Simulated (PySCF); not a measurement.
Problem. Give a PBE0-D3(BJ)/def2-SVP geometry of InChI=1S/C6H7N3O/c1-10-3-2-6-8-4-7-5-9-6/h2-5H,1H3/b3-2+.

Solution. 
```
atom  x, y, z in Å
C1     2.9883   -0.0157    0.1655
O2     2.0754   -0.9467    0.6955
C3     0.7873   -0.7784    0.4402
C4     0.2115    0.2033   -0.2887
C5    -1.2253    0.2496   -0.4771
N6    -1.7165    1.2586   -1.2160
C7    -3.0326    1.2640   -1.3633
N8    -3.8825    0.3767   -0.8532
C9    -3.2937   -0.5814   -0.1384
N10   -1.9969   -0.6996    0.0832
H11    3.9872   -0.3307    0.4897
H12    2.9463   -0.0029   -0.9364
H13    2.7825    0.9999    0.5427
H14    0.1682   -1.5546    0.8989
H15    0.7752    1.0024   -0.7693
H16   -3.4616    2.0774   -1.9626
H17   -3.9469   -1.3426    0.3074
```

Orientation and origin are arbitrary. Atoms count from 1 in this order. The C–C distances run from 1.351 Å (C3=C4, drawn double) to 1.450 Å (C4–C5, drawn single), a spread of 0.099 Å. The 6 C–N bonds span 1.321 Å (C9–N10, aromatic) to 1.345 Å (C5–N10, aromatic), a spread of 0.024 Å. O2 (ether oxygen) is bent (angle 118.3°). The 6-membered ring C5–N6–C7–N8–C9–N10 has internal angles of 113.8° to 126.1° (sum 720°, against 720° for a flat polygon); it is planar, 0.00 Å rms from its mean plane, widest ring torsion 0°.

Bonds between heavy atoms (Å): C1–O2 1.407, O2–C3 1.324, C3=C4 1.351, C4–C5 1.450, C5–N6 1.344, N6–C7 1.324, C7–N8 1.330, N8–C9 1.332, C9–N10 1.321, C5–N10 1.345.

Method used: PBE0-D3(BJ)/def2-SVP geometry optimisation, gas phase in PySCF.

Point group: Cs (tolerance 0.08 Å). PBE0-D3(BJ)/def2-SVP frequencies: not computed here. The numbers are those of one conformer (C1–O2–C3–C4 0°, C3–C4–C5–N6 180°).
